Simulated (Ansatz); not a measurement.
Calculated with Ansatz (gas phase, PBE0-D4/def2-TZVP geometries, no zero-point term in ΔE). CBS: MP2 limit from def2 TZ/QZ plus the TZ coupled-cluster correction, frozen cores. This one scheme is used for every species. Functionals use def2-TZVPP. B3LYP here is the variant with VWN-RPA as its local correlation; programs differ in this. One conformer a species, not always the lowest.

`CC(C)[NH][Al]([F])[F]` + `C#N` → `N#[C][Al]([F])[F]` + `CC(C)N`  (formal exchange of groups at the Al–N bond)

```json
{"level": "B3LYP-D4", "ΔE (kJ/mol)": "35.3"}
{"level": "MP2/def2-QZVPP", "ΔE (kJ/mol)": "32.1"}
```

(1) What does CCSD(T)/CBS give? (Estimate.)

Largest T1 diagnostic among the species: 0.014.

Results:

(1) The calculation gave: +31.6 kJ/mol. The listed levels differ from it by 3.7, 0.5 kJ/mol.

The D4 term adds +8.1 kJ/mol with B3LYP and +4.7 kJ/mol with PBE0; it sums over pairs of atoms, weighted by their polarisabilities, and B3LYP, whose exchange is more repulsive, gets the larger term. In def2-TZVPP, CCSD(T) changes the Hartree–Fock value by +8.6 kJ/mol (the triples alone add +0.5 kJ/mol) and MP2 by +9.5 kJ/mol.
